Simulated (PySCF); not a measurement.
# Frontier levels across methods

C2H6O2Si.
Numbering: `[CH3:1][O:2][SiH2:3][CH:4]=[O:5]` (hydrogens: H6, H7, H8 on C1; H9, H10 on Si3; H11 on C4)

Cartesian coordinates in Å at the PBE0-D3(BJ)/def2-SVP level; atoms count from 1:
```xyz
11
C2H6O2Si angstrom
C     -1.766   -0.385    0.259
O     -0.370   -0.415    0.151
Si     0.590    0.819   -0.407
C      2.397    0.188   -0.254
O      3.317    0.907   -0.560
H     -2.254   -0.282   -0.728
H     -2.107   -1.329    0.709
H     -2.114    0.445    0.901
H      0.310    1.145   -1.839
H      0.434    2.060    0.413
H      2.587   -0.857    0.122
```

Basis pcSseg-2 throughout (PySCF), one geometry. Isolated species at its PBE0-D3(BJ)/def2-SVP geometry (one conformer only).

Task: How do the orbital energies, the gap and the dipole change with the method?

Result: 
```json
{"method": "BLYP", "kind": "GGA", "HOMO (eV)": "-5.61", "LUMO (eV)": "-2.73", "gap (eV)": "2.89", "μ (D)": "2.94", "SCF cycles": "16"}
{"method": "OPBE", "kind": "GGA", "HOMO (eV)": "-5.65", "LUMO (eV)": "-2.77", "gap (eV)": "2.88", "μ (D)": "2.76", "SCF cycles": "16"}
{"method": "PBE", "kind": "GGA", "HOMO (eV)": "-5.70", "LUMO (eV)": "-2.87", "gap (eV)": "2.83", "μ (D)": "2.86", "SCF cycles": "15"}
{"method": "B97-D", "kind": "GGA", "HOMO (eV)": "-5.71", "LUMO (eV)": "-2.75", "gap (eV)": "2.96", "μ (D)": "2.93", "SCF cycles": "16"}
{"method": "BP86", "kind": "GGA", "HOMO (eV)": "-5.80", "LUMO (eV)": "-2.94", "gap (eV)": "2.86", "μ (D)": "2.90", "SCF cycles": "16"}
{"method": "LDA", "kind": "LDA", "HOMO (eV)": "-5.81", "LUMO (eV)": "-3.12", "gap (eV)": "2.70", "μ (D)": "2.96", "SCF cycles": "15"}
{"method": "KT2", "kind": "GGA", "HOMO (eV)": "-5.86", "LUMO (eV)": "-2.79", "gap (eV)": "3.07", "μ (D)": "2.86", "SCF cycles": "16"}
{"method": "KT3", "kind": "GGA", "HOMO (eV)": "-5.87", "LUMO (eV)": "-2.79", "gap (eV)": "3.09", "μ (D)": "2.84", "SCF cycles": "16"}
{"method": "B97-2", "kind": "global hybrid", "HOMO (eV)": "-6.89", "LUMO (eV)": "-1.77", "gap (eV)": "5.12", "μ (D)": "3.04", "SCF cycles": "14"}
{"method": "B3LYP", "kind": "global hybrid", "HOMO (eV)": "-6.94", "LUMO (eV)": "-1.96", "gap (eV)": "4.98", "μ (D)": "3.10", "SCF cycles": "14"}
{"method": "PBE0", "kind": "global hybrid", "HOMO (eV)": "-7.15", "LUMO (eV)": "-1.71", "gap (eV)": "5.45", "μ (D)": "3.05", "SCF cycles": "14"}
{"method": "mPW1PW91", "kind": "global hybrid", "HOMO (eV)": "-7.19", "LUMO (eV)": "-1.72", "gap (eV)": "5.47", "μ (D)": "3.07", "SCF cycles": "14"}
{"method": "CAM-B3LYP", "kind": "range-separated hybrid", "HOMO (eV)": "-8.57", "LUMO (eV)": "-0.48", "gap (eV)": "8.09", "μ (D)": "3.22", "SCF cycles": "13"}
{"method": "BHandHLYP", "kind": "global hybrid", "HOMO (eV)": "-8.58", "LUMO (eV)": "-0.47", "gap (eV)": "8.11", "μ (D)": "3.31", "SCF cycles": "13"}
{"method": "wB97X-D", "kind": "range-separated hybrid", "HOMO (eV)": "-9.02", "LUMO (eV)": "0.20", "gap (eV)": "9.22", "μ (D)": "3.14", "SCF cycles": "14"}
{"method": "LC-wPBE", "kind": "range-separated hybrid", "HOMO (eV)": "-9.83", "LUMO (eV)": "0.78", "gap (eV)": "10.61", "μ (D)": "3.22", "SCF cycles": "14"}
{"method": "HF", "kind": "Hartree–Fock", "HOMO (eV)": "-10.81", "LUMO (eV)": "2.31", "gap (eV)": "13.13", "μ (D)": "3.58", "SCF cycles": "11"}
```

The HOMO spans 5.20 eV, from BLYP down to HF, and the gap runs from 2.70 eV (LDA) to 13.13 eV (HF). Over the methods BLYP (0 %), OPBE (0 %), PBE (0 %), B97-D (0 %), BP86 (0 %), LDA (0 %), KT2 (0 %), KT3 (0 %), B97-2 (21 %), B3LYP (20 %), PBE0 (25 %), mPW1PW91 (25 %), BHandHLYP (50 %), HF (100 %), a straight line through the gap against the share of exact exchange rises by 1.03 eV for each 10 % (correlation coefficient 0.999). The dipole ranges from 2.76 D (OPBE) to 3.58 D (HF). This basis has no diffuse functions.

The vertical ΔSCF ionisation energy at PBE0/def2-SVPD is 9.53 eV; −ε(HOMO) comes closest to it with LC-wPBE (9.83 eV).
